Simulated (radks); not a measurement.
Pr XV, configuration [Kr] 4d9 (the NIST ground configuration). All-electron calculation, scalar-relativistic Kohn-Sham, PBE, spin-polarised, spherical densities, finite nucleus; open shells are filled with parallel spins first (spin-orbit coupling, left out, can overturn this in heavy ions); Fermi nuclear charge, rms radius 4.8919 fm. Program: a radial shooting solver on a logarithmic mesh with Libxc functionals.

Normalised radial functions P(r) = r R(r), r in bohr:

r           4p up  4d down
0.001585   0.0044   0.0000
0.002031   0.0068   0.0000
0.002624   0.0106   0.0001
0.003362   0.0162   0.0002
0.004309   0.0248   0.0004
0.005521   0.0377   0.0007
0.007132   0.0578   0.0014
0.00914    0.0866   0.0028
0.01171    0.1276   0.0054
0.01501    0.1844   0.0105
0.01923    0.2591   0.0200
0.02484    0.3538   0.0380
0.03184    0.4535   0.0691
0.0408     0.5398   0.1215
0.05228    0.5753   0.2046
0.06753    0.5049   0.3304
0.08654    0.2857   0.4883
0.1109    -0.0848   0.6562
0.1421    -0.5186   0.7744
0.1836    -0.8255   0.7472
0.2352    -0.7479   0.4842
0.3015    -0.2004  -0.0288
0.3863     0.6257  -0.6696
0.499      1.3135  -1.2049
0.6395     1.4450  -1.3600
0.8195     1.0702  -1.1168
1.05       0.5429  -0.6710
1.356      0.1731  -0.2737
1.738      0.0339  -0.0733
2.228      0.0034  -0.0112

4p up: eigenvalue -476.74 eV, 2 radial nodes at r = 0.105, 0.321 bohr, <r> = 0.638 bohr, 90 % of the charge inside 0.920 bohr. 4d down: eigenvalue -366.98 eV, 1 radial node at r = 0.298 bohr, <r> = 0.680 bohr, 90 % of the charge inside 1.00 bohr.
